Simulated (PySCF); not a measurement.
Isomers C$_{5}$H$_{6}$F$_{2}$OSi:

A. `FCOC1=C(F)C=C[SiH2]1`
B. SMILES FC(F)c1coc([SiH3])c1
C. SMILES C#C[SiH2]OC(=C)C(F)F
D. SMILES O=C1C=C(C(F)F)C[SiH2]1
E. SMILES C#C/C=C\CO[SiH](F)F
F. SMILES COC1=C(F)[SiH2]C=C1F

Spectrum 1. ¹H NMR (300 MHz, computed): δ 7.07 (m, 1H), 5.33 (m, 1H), 5.12 (d, 2H), 5.10 (m, 1H), 2.15 (t, 1H). ¹³C{¹H} NMR (computed): δ 158.5 (C), 116.1 (CH), 105.2 (CH), 101.8 (CH2), 89.3 (C).

Spectrum 2. ¹H NMR (300 MHz, computed): δ 6.74 (m, 1H), 5.92 (m, 1H), 5.11 (d, 2H), 4.41 (m, 1H), 3.12 (d, 1H). ¹³C{¹H} NMR (computed): δ 152.5 (CH), 118.8 (CH), 96.8 (CH), 82.7 (C), 65.7 (CH2).

Spectrum 3. ¹H NMR (300 MHz, computed): δ 7.02 (m, 1H), 6.18 (m, 2H), 5.53 (m, 1H), 4.70 (m, 2H). ¹³C{¹H} NMR (computed): δ 155.4 (C), 154.7 (CH), 142.6 (C), 117.6 (CH), 108.0 (CH2).

Spectrum 4. ¹H NMR (300 MHz, computed): δ 8.37 (m, 1H), 7.09 (m, 1H), 6.94 (m, 1H), 4.50 (s, 3H). ¹³C{¹H} NMR (computed): δ 154.8 (CH), 153.3 (C), 130.8 (C), 129.4 (CH), 118.0 (CH).

Spectrum 5. ¹H NMR (300 MHz, computed): δ 6.79 (m, 1H), 6.63 (m, 1H), 4.19 (m, 2H), 1.92 (m, 2H). ¹³C{¹H} NMR (computed): δ 236.0 (C), 175.4 (C), 146.6 (CH), 121.3 (CH), 11.2 (CH2).

Spectrum 6. ¹H NMR (300 MHz, computed): δ 4.68 (m, 2H), 4.65 (m, 1H), 4.20 (s, 3H). ¹³C{¹H} NMR (computed): δ 174.0 (C), 153.5 (C), 150.4 (C), 87.2 (CH), 59.4 (CH3).

[PySCF 2.14: shieldings: GIAO PBE0/pcSseg-1; coordinates at the GFN2-xTB level; a single conformation; relativity neglected; one averaged value for each set of equivalent atoms; gas phase]

Referencing at the same level of theory: ¹H and ¹³C vs TMS. Splittings of carbon signals by F and P are missing where no couplings were computed. Where no couplings were computed, multiplicities follow the n + 1 count of equivalent neighbours, and m marks all less simple cases (inequivalent or close neighbours, rings, F or P nearby). Shifts are as computed. Against solution values, carbons near 30 ppm lie about +3 ppm off and those near 130 ppm about +5 ppm. Of 1211 compounds with measured shifts, 218 miss one by over three times the rms of a fit or turn the order of signals round; such compounds aren't used in these exercises.

Question: Match each spectrum to its structure.

Answer: 1–C, 2–E, 3–A, 4–B, 5–D, 6–F.

- Spectrum 1 (C): 5 ¹³C signals; δC 158.5 is an alkene carbon bearing oxygen; δC 116.1 is an allylic sp3 CH bonded to 2 F.
- Spectrum 2 (E): 5 ¹³C signals; δC 152.5 is an alkene CH; δC 118.8 is an alkene CH.
- Spectrum 3 (A): 5 ¹³C signals; δC 154.7 is an alkene CH; δC 142.6 is an alkene carbon bearing oxygen.
- Spectrum 4 (B): 5 ¹³C signals; δC 129.4 is an aromatic CH; δC 118.0 is an sp3 CH bonded to 2 F, on an aromatic ring.
- Spectrum 5 (D): 5 ¹³C signals; δC 175.4 is a β carbon of a C=C–C=O unit; δC 146.6 is an α carbon of a C=C–C=O unit.
- Spectrum 6 (F): 5 ¹³C signals; δC 150.4 is an alkene carbon bearing oxygen; δC 59.4 is a methyl carbon bonded to O.
